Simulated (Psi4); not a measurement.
GeI2, triplet, at a GFN2-xTB geometry (the spin is typed, not shown lowest) (core potentials on I), with bond 2-1 at 1.6 times its length; BLYP/def2-SVP (Psi4).

Psi4 was given this input:
```
memory 2 GB

molecule mol {
0 3
Ge    0.002375   -0.010518    1.119803
I     1.757150   -2.999248   -1.244778
I    -1.100543    1.884825   -0.318048
}

set {
  basis def2-svp
  reference uks
  e_convergence 1e-8
}

energy('blyp')
print_variables()
```

What the program printed (banner, timings and long lists left out):

```
   => Loading Basis Set <=

    Name: DEF2-SVP
    Role: ORBITAL
    Keyword: BASIS

    !!!  WARNING: ECP capability is in beta. Please check occupations closely.  !!!

         ---------------------------------------------------------
                                   SCF
               by Justin Turney, Rob Parrish, Andy Simmonett
                          and Daniel G. A. Smith
                              UKS Reference
         ---------------------------------------------------------

  ==> Geometry <==

    Molecular point group: cs
    Full point group: Cs

    Geometry (in Angstrom), charge = 0, multiplicity = 3:

       Center              X                  Y                   Z               Mass
    ------------   -----------------  -----------------  -----------------  -----------------
         GE          -0.492897926561    -1.472393394223     0.000000000000    73.921177761000
         I            2.972891306970     0.892197608007     0.000000000000   126.904471900000
         I           -2.685780894690    -0.034536312081     0.000000000000   126.904471900000

  Running in cs symmetry.

  Rotational constants: A =      0.09609  B =      0.00787  C =      0.00728 [cm^-1]
  Rotational constants: A =   2880.69953  B =    236.05291  C =    218.17502 [MHz]
  Nuclear repulsion =  320.023262120073355

  Charge       = 0
  Multiplicity = 3
  Electrons    = 82
  Nalpha       = 42
  Nbeta        = 40

  ==> Algorithm <==

  SCF Algorithm Type is DF.
  DIIS enabled.
  MOM disabled.
  Fractional occupation disabled.
  Guess Type is SAD.
  Energy threshold   = 1.00e-08
  Density threshold  = 1.00e-06
  Integral threshold = 1.00e-12

  ==> Primary Basis <==

  Basis Set: DEF2-SVP
    Blend: DEF2-SVP
    Number of shells: 32
    Number of basis functions: 84
    Number of Cartesian functions: 91
    Spherical Harmonics?: true
    Max angular momentum: 2

  Core potential: DEF2-SVP
    Number of shells: 8
    Number of ECP primitives: 58
    Number of ECP core electrons: 56
    Max angular momentum: 3

  ==> DFT Potential <==

   => LibXC <=

    Version 7.1.2
    S. Lehtola, C. Steigemann, M. J. T. Oliveira, and M. A. L. Marques,  SoftwareX 7, 1–5 (2018) (10.1016/j.softx.2017.11.002)

   => Composite Functional: BLYP <=

    BLYP GGA Exchange-Correlation Functional

    P.J. Stephens et. al., J. Phys. Chem., 98, 11623-11627, 1994
    B. Miehlich et. al., Chem. Phys. Lett., 157(3), 200-206 1989

    Deriv               =              1
    GGA                 =           TRUE
    Meta                =          FALSE

    Exchange Hybrid     =          FALSE
    MP2 Hybrid          =          FALSE

   => Exchange Functionals <=

    1.0000     XC_GGA_X_B88

   => Correlation Functionals <=

    1.0000     XC_GGA_C_LYP

   => LibXC Density Thresholds  <==

    XC_GGA_C_LYP:  1.00E-14
    XC_GGA_X_B88:  1.00E-15

   => Molecular Quadrature <=

    Radial Scheme          =       TREUTLER
    Pruning Scheme         =           NONE
    Nuclear Scheme         =       TREUTLER

    Blocking Scheme        =         OCTREE
    BS radius alpha        =              1
    Pruning alpha          =              1
    Radial Points          =             75
    Spherical Points       =            302
    Total Points           =          61411
    Total Blocks           =            571
    Max Points             =            256
    Max Functions          =             74
    Weights Tolerance      =       1.00E-15

   => Loading Basis Set <=

    Name: (DEF2-SVP AUX)
    Role: JKFIT
    Keyword: DF_BASIS_SCF

  ==> Integral Setup <==

  SCF_SUBTYPE=INCORE selected. In-core MEM_DF algorithm will be used.
  Using in-core AOs.

  ==> MemDFJK: Density-Fitted J/K Matrices <==

    J tasked:                   Yes
    K tasked:                    No
    wK tasked:                   No
    Algorithm:                 Core
    Schwarz Cutoff:           1E-12
    Mask sparsity (%):      13.4070
    Fitting Condition:        1E-10

[...]
    Occupation by irrep:
             Ap   App
    DOCC [    29,   11 ]
    SOCC [     0,    2 ]
    NA   [    29,   13 ]
    NB   [    29,   11 ]

   @DF-UKS iter  79: -2672.07247229886889   -9.85962e-05   6.27153e-04 ADIIS/DIIS
   @DF-UKS iter  80: -2672.07346913034735   -9.96831e-04   5.28178e-04 ADIIS/DIIS
   @DF-UKS iter  81: -2672.06938353917349    4.08559e-03   1.14725e-03 ADIIS/DIIS
   @DF-UKS iter  82: -2672.06973923025407   -3.55691e-04   1.15472e-03 ADIIS/DIIS
   @DF-UKS iter  83: -2672.06956565228074    1.73578e-04   1.15191e-03 ADIIS/DIIS
   @DF-UKS iter  84: -2672.06923234540773    3.33307e-04   1.13926e-03 ADIIS/DIIS
   @DF-UKS iter  85: -2672.06846196770812    7.70378e-04   1.20150e-03 ADIIS/DIIS
   @DF-UKS iter  86: -2672.07041535966346   -1.95339e-03   1.06408e-03 ADIIS/DIIS
   @DF-UKS iter  87: -2672.07137255142288   -9.57192e-04   9.47079e-04 ADIIS/DIIS
   @DF-UKS iter  88: -2671.89493236158751    1.76440e-01   4.36484e-03 ADIIS/DIIS
    Occupation by irrep:
             Ap   App
    DOCC [    28,   12 ]
    SOCC [     1,    1 ]
    NA   [    29,   13 ]
    NB   [    28,   12 ]

   @DF-UKS iter  89: -2671.90528228963967   -1.03499e-02   4.34862e-03 ADIIS/DIIS
   @DF-UKS iter  90: -2672.06911487666594   -1.63833e-01   1.04352e-03 ADIIS/DIIS
   @DF-UKS iter  91: -2672.07072195915316   -1.60708e-03   8.28322e-04 ADIIS/DIIS
   @DF-UKS iter  92: -2672.07109381025521   -3.71851e-04   7.60737e-04 ADIIS/DIIS
    Occupation by irrep:
             Ap   App
    DOCC [    29,   11 ]
    SOCC [     0,    2 ]
    NA   [    29,   13 ]
    NB   [    29,   11 ]

   @DF-UKS iter  93: -2672.06718803001877    3.90578e-03   1.00309e-03 ADIIS/DIIS
    Occupation by irrep:
             Ap   App
    DOCC [    28,   12 ]
    SOCC [     1,    1 ]
    NA   [    29,   13 ]
    NB   [    28,   12 ]

   @DF-UKS iter  94: -2671.95654935501989    1.10639e-01   3.95246e-03 ADIIS/DIIS
   @DF-UKS iter  95: -2672.06750355453278   -1.10954e-01   9.85958e-04 ADIIS/DIIS
   @DF-UKS iter  96: -2672.06750792148932   -4.36696e-06   9.84912e-04 ADIIS/DIIS
    Occupation by irrep:
             Ap   App
    DOCC [    29,   11 ]
    SOCC [     0,    2 ]
    NA   [    29,   13 ]
    NB   [    29,   11 ]

   @DF-UKS iter  97: -2672.06749419850803    1.37230e-05   9.85965e-04 ADIIS/DIIS
   @DF-UKS iter  98: -2672.07189171900563   -4.39752e-03   8.77086e-04 ADIIS/DIIS
   @DF-UKS iter  99: -2672.00022021907807    7.16715e-02   3.32774e-03 ADIIS/DIIS
   @DF-UKS iter 100: -2671.94744852250324    5.27717e-02   4.06402e-03 ADIIS/DIIS

PsiException: Could not converge SCF iterations in 100 iterations.

  Failed to converge.

Traceback (most recent call last):
  File "psi4", line 375, in <module>
  File "<string>", line 25, in <module>
  File "site-packages/psi4/driver/driver.py", line 533, in energy
  File "site-packages/psi4/driver/procrouting/proc.py", line 2760, in run_scf
  File "site-packages/psi4/driver/procrouting/proc.py", line 2047, in scf_helper
  File "site-packages/psi4/driver/procrouting/scf_proc/scf_iterator.py", line 93, in scf_compute_energy
  File "site-packages/psi4/driver/procrouting/scf_proc/scf_iterator.py", line 86, in scf_compute_energy
  File "site-packages/psi4/driver/procrouting/scf_proc/scf_iterator.py", line 609, in scf_iterate

psi4.driver.p4util.exceptions.SCFConvergenceError: Could not converge SCF iterations in 100 iterations.

Printing out the relevant lines from the Psithon --> Python processed input file:
    ""","mol")
    core.IO.set_default_namespace("mol")
    core.set_global_option("BASIS", "def2-svp")
    core.set_global_option("REFERENCE", "uks")
    core.set_global_option("E_CONVERGENCE", 1e-8)
--> energy('blyp')
    print_variables()

!-------------------------------------------------------!
!                                                       !
!  Could not converge SCF iterations in 100 iterations. !
!                                                       !
!-------------------------------------------------------!
```

The run did not converge; its last values are not results.
